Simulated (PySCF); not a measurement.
**B²⁺ (boron, charge +2): UHF calculation**

Configuration: [He] 2s1, 2S determinant. Calculation: PySCF 2.14, in def2-SVP; no relativity, point nucleus.

```
Total energy                                     : -23.347139 hartree
One-electron energy                              : -27.6681 hartree
Hartree (Coulomb) energy                         : 7.5289 hartree
Exchange energy                                  : -3.2079 hartree
Kinetic energy                                   : 23.13681 hartree
⟨S²⟩                                             : 0.7500
⟨L²⟩                                             : 0.000
Sum of ⟨r⟩                                       : 2.340 bohr
Sum of ⟨r²⟩                                      : 3.586 bohr²
Density at the nucleus (Gaussians lack the cusp) : 63.7 bohr⁻³
Spin density at the nucleus                      : 2.61 bohr⁻³
Langevin diamagnetic susceptibility              : -2.84 ×10⁻⁶ cm³/mol
Time after the integrals                         : 0.03 s of wall time on 1 thread of Neoverse-V2 (shared host)
```

```csv
shell,electrons,mean orbital energy (hartree),"rms radius, mean of both spins (bohr)"
1s α,1,-8.85677,0.378
1s β,1,-8.79823,0.378
2s α,1,-1.37113,1.82
```
